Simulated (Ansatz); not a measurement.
A structure relaxed at PBE0-D4/def2-SVPD in Ansatz, charge -1, doublet:

```xyz
8

Mg   -2.067    3.649    1.710
Mg    1.254   -2.177   -1.031
Mg    2.795   -5.167   -2.404
Mg   -0.356    0.750    0.363
O     2.036   -3.648   -1.726
O    -2.956    5.100    2.366
O     0.471   -0.702   -0.332
O    -1.177    2.195    1.054
```

Give its formula.

the cluster Mg4O4⁻.

Summarise the bond lengths by kind (pairs closer than 1.2 times the sum of covalent radii, bridged metal pairs left out).

7 × Mg–O 1.80 to 1.83 Å.

The relaxation made no stability test and no search for a lower SCF solution. Another isomer (doublet) lies 2.23 eV lower at PBE-D4/def2-TZVPD; other spin states weren't run for this one.
